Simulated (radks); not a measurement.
Values are calculated unless marked as measured or tabulated.
Question: Successive ionisation energies (eV) of one element, from differences of total energies of ions in their ground configurations, starting at charge 0: 9.723, 20.852, 33.391, 47.088, 61.764, 77.296, 93.590, 113.19, 131.14, 149.68, 168.75, 247.42, 269.87, 292.68, 315.83, 362.60, 387.83, 461.23, 503.91, 518.42, 545.89, 613.71. Code: a radial shooting solver on a logarithmic mesh with Libxc functionals. Model: Dirac Kohn-Sham, relativistic LDA (MacDonald-Vosko exchange, VWN5 correlation), spin-unpolarised, spherical densities, finite nucleus; open shells fill j = l - 1/2 first; Fermi nuclear charge, rms radius 5.4371 fm. Which element is it?

Answer: Gold (Z = 79). The first species listed is Au in [Xe] 4f14 5d10 6s1, the last Au21+ in [Kr] 4d10 4f12.
